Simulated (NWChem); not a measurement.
System meant: C$_{2}$H$_{6}$OSi, singlet; SMILES CO[Si]C

Here is an NWChem input.

```
start job
memory heap 200 mb stack 900 mb global 1100 mb
geometry units angstroms noautoz
  Si    -0.831242    -0.748278    -0.000453
  C      0.972792    -1.444347    -0.000998
  H      0.940002    -2.540641    -0.002920
  H      1.546498    -1.132312     0.884305
  H      1.547296    -1.129141    -0.884647
  O     -0.605389     0.904261     0.002010
  C      0.546076     1.735168     0.002785
  H      1.478805     1.160188     0.009136
  H      0.525756     2.371982    -0.888765
  H      0.518473     2.379740     0.888518
end
basis spherical
  Si library def2-svp
  C library def2-svp
  H library def2-svp
  O library def2-svp
end
dft
  xc pbe0
  iterations 4
  mulliken
end
task dft energy
```

End of the output:

```
    Atom       Charge   Shell Charges
 -----------   ------   -------------------------------------------------------
    1 Si  14    13.66   2.00  1.96  0.90  0.65  5.80  1.09  0.93  0.33
    2 C    6     6.33   1.97  0.60  0.35  1.89  1.48  0.04
    3 H    1     0.96   0.63  0.27  0.07
    4 H    1     0.96   0.62  0.27  0.07
    5 H    1     0.96   0.62  0.27  0.07
    6 O    8     8.25   1.97  0.92  0.59  2.73  2.02  0.02
    7 C    6     5.94   1.96  0.57  0.31  1.83  1.14  0.12
    8 H    1     0.99   0.65  0.27  0.07
    9 H    1     0.98   0.65  0.26  0.07
   10 H    1     0.98   0.65  0.26  0.07

 center of mass
 --------------
 x =  -0.16801114 y =  -0.03254984 z =   0.00000971

 moments of inertia (a.u.)
 ------------------
         410.208741365606           0.000000000000           0.000000000000
           0.000000000000         181.594210388874           0.000000000000
           0.000000000000           0.000000000000         569.172190157828

     Multipole analysis of the density
     ---------------------------------

     L   x y z        total         alpha         beta         nuclear
     -   - - -        -----         -----         ----         -------
     0   0 0 0     -0.000000    -20.000000    -20.000000     40.000000

     1   1 0 0      0.905471      0.452736      0.452736     -0.000000
     1   0 1 0      0.275130      0.137565      0.137565     -0.000000
     1   0 0 1     -0.000331     -0.000165     -0.000165      0.000000

     2   2 0 0    -27.108992    -64.400416    -64.400416    101.691841
     2   1 1 0      0.392282      1.728173      1.728173     -3.064065
     2   1 0 1     -0.000552     -0.000456     -0.000456      0.000360
     2   0 2 0    -23.365377   -130.575724   -130.575724    237.786072
     2   0 1 1     -0.001208      0.001199      0.001199     -0.003607
     2   0 0 2    -22.769534    -16.998528    -16.998528     11.227523

 ------------------------------------------------------------------------
 dft energy failed                                                                                  0
 ------------------------------------------------------------------------
 ------------------------------------------------------------------------
  current input line :
    26: task dft energy
 ------------------------------------------------------------------------
 ------------------------------------------------------------------------
 This type of error is most commonly associated with calculations not reaching convergence criteria
 ------------------------------------------------------------------------
 For more information see the NWChem manual at https://nwchemgit.github.io

0:dft energy failed:Received an Error in Communication
```

Question: Find the fault in this run and fix the input.

Answer: Convergence was not reached. Cause: the SCF was allowed too few iterations. This input runs:
```
start job
memory heap 200 mb stack 900 mb global 1100 mb
geometry units angstroms noautoz
  Si    -0.831242    -0.748278    -0.000453
  C      0.972792    -1.444347    -0.000998
  H      0.940002    -2.540641    -0.002920
  H      1.546498    -1.132312     0.884305
  H      1.547296    -1.129141    -0.884647
  O     -0.605389     0.904261     0.002010
  C      0.546076     1.735168     0.002785
  H      1.478805     1.160188     0.009136
  H      0.525756     2.371982    -0.888765
  H      0.518473     2.379740     0.888518
end
basis spherical
  * library def2-svp
end
dft
  xc pbe0
  iterations 150
  mulliken
end
task dft energy
```
It converges to -444.01420 Ha (PBE0/def2-SVP).
